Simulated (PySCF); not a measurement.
## Scandium: a sound run and one with changed settings

Sound run: Sc⁺ [Ar] 3d1 4s1, Sc²⁺ [Ar] 3d1. All numbers are calculated (PySCF 2.14, the non-relativistic Hamiltonian (point nucleus), in def2-SVP). In the sound run the correlated levels freeze [Ar]. The sound run starts from symmetry-adapted Hartree-Fock orbitals and uses a fine grid where one is needed.

Changed run: the spin-free X2C one-electron Hamiltonian (Gaussian nucleus). This setting is unsound on purpose.

| species | method | sound run (hartree) | changed run (hartree) | converged |
| --- | --- | --- | --- | --- |
| Sc⁺ | UHF | -759.43123 | -762.47337 | yes |
| Sc⁺ | MN15 | -760.21710 | -763.25875 | yes |
| Sc⁺ | PBE0 | -760.08602 | -763.12802 | yes |
| Sc⁺ | MP2 | -759.43285 | -762.47498 | yes |
| Sc²⁺ | UHF | -758.98630 | -762.02607 | yes |
| Sc²⁺ | MN15 | -759.76017 | -762.79914 | yes |
| Sc²⁺ | PBE0 | -759.61637 | -762.65587 | yes |

Ionisation energy of Sc⁺:

```csv
method,sound run (eV),changed run (eV)
UHF,12.107,12.172
MN15,12.434,12.507
PBE0,12.780,12.848
MP2,12.151,12.216
SCS-MP2,12.122,12.186
```

Most of the change in total energy is the relativistic energy itself. On top of that the contraction fixes the core shape for the Hamiltonian it was made with, so the changed run is not a good calculation with the other Hamiltonian either.

For comparison, NIST gives 12.800 eV between the lowest levels.
